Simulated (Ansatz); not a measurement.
Input file for BCl3H3P, SMILES `[PH3+][B-](Cl)(Cl)Cl`:

```yaml
crystal:
  periodic: [false, false, false]
  atoms:
    - {symbol: P, position_ang: [-0.528712, -0.262046, 0.714583]}
    - {symbol: B, position_ang: [0.619655, 0.279090, -0.818732]}
    - {symbol: Cl, position_ang: [2.307533, 0.291533, -0.129659]}
    - {symbol: Cl, position_ang: [0.331950, -1.014906, -2.070408]}
    - {symbol: Cl, position_ang: [-0.009649, 1.925360, -1.286338]}
    - {symbol: H, position_ang: [-0.484565, 0.591229, 1.829720]}
    - {symbol: H, position_ang: [-0.240715, -1.520519, 1.268622]}
    - {symbol: H, position_ang: [-1.903098, -0.346843, 0.436311]}
basis:
  gaussian: {orbitals: def2-SVP}
correlation: {method: ccsd_t}
```

```sh
$ ansatz run in.yaml --threads 4 --pin off --events-out ev --progress --plain --max-ram 10444MiB
```

Output of Ansatz, abridged:

```
Functional definition: HF
944 factors; integrals over basis functions are off by at most 1.0e-3 eV
mean field evaluation 1: about -47487.6142 eV, gradient 2.3e1 eV
mean field evaluation 2: about -47487.6957 eV, gradient 2.3e1 eV
mean field evaluation 4: about -47489.8053 eV, gradient 3.1e0 eV
mean field evaluation 8: about -47489.8516 eV, gradient 1.4e-1 eV
mean field -47489.85176414 eV, -1745.2198625544 hartree, gradient 2.2e-6 eV, S^2 0.000000; 0 other end points of the search recorded, 0 dependent functions left out
21 core orbitals not correlated: weight in the atoms' cores, before any rotation towards them, 1.000 or more for the frozen orbitals, at most 0.000 for the correlated occupied ones
reference -47489.85176414 eV, -1745.2198625544 hartree; 16, 16 occupied and 64, 64 virtual orbitals, 944 factors
second order -16.99647038 eV of doubles, -0.00000000 eV of singles
cycle   1  -18.08691311 eV  change    -1.1e0 eV  update   8.9e-2
cycle   2  -18.49721930 eV  change   -4.1e-1 eV  update   2.5e-2
cycle   3  -18.57205677 eV  change   -7.5e-2 eV  update   1.1e-2
cycle   4  -18.56919324 eV  change    2.9e-3 eV  update   2.5e-3
cycle   5  -18.56865569 eV  change    5.4e-4 eV  update   8.8e-4
cycle   6  -18.56841391 eV  change    2.4e-4 eV  update   2.9e-4
cycle   7  -18.56832987 eV  change    8.4e-5 eV  update   9.3e-5
cycle   8  -18.56835844 eV  change   -2.9e-5 eV  update   3.0e-5
perturbative correction -0.48115830 eV, -0.0176822414 hartree
Total energy: -47508.90128088 eV, -1745.9199193824 hartree
```

Hardware: 4 threads of an Arm Neoverse V2 on a shared host. Wall time 2.1 s, peak host memory 0.45 GiB.

MP2 recovers 89.2 % of the CCSD(T) correlation energy and the triples give 2.5 %; T1 = 0.0097.
